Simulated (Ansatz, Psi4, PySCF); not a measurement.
C₄H₅, doublet (typed; the unrestricted solution is spin-contaminated), geometry from GFN2-xTB. Base run: HF/6-31G* (PySCF).

Input for PySCF:
```python
from pyscf import gto, scf

mol = gto.M(
    atom='''
C    -1.45006822   -1.07167082   -0.63158736
C    -0.25920185   -0.56808578   -0.50436756
C     0.13180099    0.47529935    0.45030056
C     1.36582743    0.95156397    0.53475037
H    -2.41592108   -0.96137587   -0.19544851
H     0.55153888   -0.91673113   -1.13669287
H    -0.65429776    0.84357236    1.09483111
H     2.15903411    0.59378581   -0.10123445
H     1.62949575    1.71810851    1.24396860
''',
    basis='6-31g*',
    spin=1,
    verbose=4,
)

mf = scf.UHF(mol)
mf.kernel()
```

The same geometry, method and basis name were run in Ansatz (a quantum-chemistry and plane-wave program) and Psi4 and PySCF, at each program's defaults and at the settings that a row names. The base is PySCF at its defaults. Differences at the defaults can come from grids, fitting, cores and function types together.

```json
[
 {"code and settings": "PySCF, defaults (exact integrals, spherical functions)", "ΔE vs base (mEh)": "0.000", "basis functions": "66", "E (Eh)": "-154.27979", "SCF cycles": "20", "dipole (D)": "0.60"},
 {"code and settings": "Psi4, defaults (density fitting with its default set, Cartesian functions)", "ΔE vs base (mEh)": "-0.425", "basis functions": "70", "E (Eh)": "-154.28021", "SCF cycles": "18", "dipole (D)": "0.60"},
 {"code and settings": "Ansatz, defaults (factorised integrals, Cartesian functions)", "ΔE vs base (mEh)": "-0.589", "basis functions": "70", "E (Eh)": "-154.28038", "SCF cycles": "-", "dipole (D)": "-"},
 {"code and settings": "PySCF, density fitting with def2-universal-jkfit", "ΔE vs base (mEh)": "0.058", "basis functions": "66", "E (Eh)": "-154.27973", "SCF cycles": "20", "dipole (D)": "0.60"},
 {"code and settings": "Psi4, exact integrals, spherical functions", "ΔE vs base (mEh)": "0.000", "basis functions": "66", "E (Eh)": "-154.27979", "SCF cycles": "22", "dipole (D)": "0.60"},
 {"code and settings": "Ansatz, high accuracy, Cartesian functions as the basis file defines them", "ΔE vs base (mEh)": "-0.591", "basis functions": "70", "E (Eh)": "-154.28038", "SCF cycles": "-", "dipole (D)": "-"}
]
```

Open shells are given as the SCF converged; they aren't shown to be the lowest states, and a large step between rows can be another state.
